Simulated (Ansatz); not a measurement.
CH4GeO2 can be A, `[OH][GeH]1[CH2][O]1`, or B, `C[O][Ge][OH]`.

Isolated molecules relaxed with PBE0-D4/def2-TZVP in Ansatz; ΔE leaves out vibrations. CCSD(T)/CBS is the MP2 limit (def2-TZVPP, def2-QZVPP) plus CCSD(T) − MP2 in def2-TZVPP, frozen cores. DFT in def2-TZVPP. B3LYP here is the variant with VWN-RPA as its local correlation; programs differ in this. For Ge outer-core shells are correlated without core-valence functions, which leaves a few kJ/mol of doubt a bond. Scalar relativity is left out up to krypton. Each species was taken in one conformer, which may not be the lowest.

(1) Which is lower in electronic energy at CCSD(T)/CBS, and by how much? (Best estimate.)

(2) Give E(B) − E(A) in kcal/mol with ωB97M-V, B3LYP-D4, CCSD/def2-TZVPP, B3LYP, MP2/def2-TZVPP, PBE-D4, HF/def2-TZVPP. (Best estimate.)

Largest T1 diagnostic: 0.015.

Answers

(1) Ansatz gave: B, by 40.5 kcal/mol.

(2) Computed: ωB97M-V -43.4, B3LYP-D4 -46.2, CCSD/def2-TZVPP -39.6, B3LYP -45.8, MP2/def2-TZVPP -37.2, PBE-D4 -40.7, HF/def2-TZVPP -46.2. None reverses the order clearly.

From PBE to PBE0 (25 % exact exchange), in def2-TZVPP and without D4, E(B) − E(A) moves by +0.7 kcal/mol. In def2-TZVPP, CCSD(T) changes the Hartree–Fock value by +7.7 kcal/mol (the triples alone add +1.1 kcal/mol) and MP2 by +9.0 kcal/mol.
